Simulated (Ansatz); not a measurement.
The C2–H3 bond of CH5GeN (SMILES [CH3][Ge][NH2]) is stretched (multiplicity 1, the rest rigid).
Geometry at rest (charge 0, multiplicity 1):
```xyz
8

Ge    -0.217    -0.010     0.445
C      0.730     1.396    -0.651
H      0.391     2.397    -0.381
H      0.594     1.250    -1.725
H      1.801     1.341    -0.430
N     -0.036    -1.355    -0.786
H      0.403    -1.265    -1.691
H     -0.370    -2.290    -0.613
```

Frozen-core correlation. Filled d and f shells under p-block atoms count as core.

Run with Ansatz (a program for electronic structure) with Gaussian orbitals. Values without a source in brackets are computed.

Energies above the point at 1.091 Å (the B3LYP-D3(BJ) bond length), FIC-MRCISD+Q on CASSCF(2,2)/cc-pVTZ (kcal/mol): 5.66 at 0.982 Å; 3.69 at 1.200 Å; 113.43 at 3.492 Å.

Task: Take the last value as the depth D of a Morse curve D(1 − e^(−a(R − R₀)))², fit a and R₀ to the two near points, and test it at 1.473 and 1.909 Å.

Result: 
With D = 113.4, both near points (counted from the curve's value at 1.091 Å) are met by a = 1.84 Å⁻¹ and R₀ = 1.092 Å, so k = 2Da² = 768 kcal/(mol Å²). The curve then gives 28.8 and 68.6 kcal/mol; the level itself gives 28.7 and 70.6, so Morse is off by 0.2 and -1.9.
